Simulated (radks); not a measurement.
Initial-state core-level shifts of the silicon ion Si3+ when its valence configuration changes from [Ne] 3s1. Method: non-relativistic Kohn-Sham, PBEsol, spin-polarised, spherical densities, point nucleus; open shells are filled with parallel spins first; computed with a radial shooting solver on a logarithmic mesh with Libxc functionals. Shifts are changes of the shell-averaged eigenvalues in eV (positive: less bound); the change of the density at the nucleus, which sets a Mossbauer isomer shift, is in e/bohr^3, on a base of 1762.

[
 {"valence": "3p1", "1s": "-1.215", "2s": "-1.242", "2p": "-1.218", "density at nucleus": "-6.5964"},
 {"valence": "3s0.5 3p0.5", "1s": "-0.605", "2s": "-0.620", "2p": "-0.608", "density at nucleus": "-3.3090"}
]
